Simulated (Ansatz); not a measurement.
Start from `[F][Zr]([Cl])([Cl])[Br]` and change one atom or group to get `[F][Zr]([Cl])([Cl])[Cl]`.

Ansatz, PBE0-D4/def2-TZVP geometries, multiplicity 1. 

Elements past krypton have def2 core potentials. Scalar relativity is left out up to krypton.

```json
{"property": "size of the dipole moment (ωB97M-V/def2-TZVPP) / D", "`[F][Zr]([Cl])([Cl])[Br]`": "0.02"}
{"property": "HOMO energy (ωB97M-V/def2-TZVPP) / eV", "`[F][Zr]([Cl])([Cl])[Br]`": "-11.37"}
{"property": "LUMO energy (B3LYP/def2-TZVPP) / eV", "`[F][Zr]([Cl])([Cl])[Br]`": "-2.71"}
{"property": "HOMO–LUMO gap (ωB97M-V/def2-TZVPP) / eV", "`[F][Zr]([Cl])([Cl])[Br]`": "10.92"}
{"property": "size of the dipole moment (PBE/def2-TZVPP) / D", "`[F][Zr]([Cl])([Cl])[Br]`": "0.07"}
{"property": "size of the dipole moment (B3LYP/def2-TZVPP) / D", "`[F][Zr]([Cl])([Cl])[Br]`": "0.10"}
```

(1) Give the same properties after the change, and the shifts. (An estimate is asked.)

Answers

(1) The calculation gave: 
```csv
property,`[F][Zr]([Cl])([Cl])[Cl]`,shift
size of the dipole moment (ωB97M-V/def2-TZVPP) / D,0.03,0.01
HOMO energy (ωB97M-V/def2-TZVPP) / eV,-11.89,-0.52
LUMO energy (B3LYP/def2-TZVPP) / eV,-2.63,0.08
HOMO–LUMO gap (ωB97M-V/def2-TZVPP) / eV,11.59,0.67
size of the dipole moment (PBE/def2-TZVPP) / D,0.02,-0.05
size of the dipole moment (B3LYP/def2-TZVPP) / D,0.04,-0.06
```

With PBE0 the HOMO falls by 0.48 eV and the LUMO rises by 0.10 eV, so the gap widens by about 0.58 eV. PBE moves the HOMO by -0.38 eV and ωB97M-V by -0.52 eV.

B3LYP here is the variant with VWN-RPA as its local correlation; programs differ in this.

Spin–orbit coupling is left out; it splits and shifts lone-pair levels of the heavy atoms by tenths of an eV.
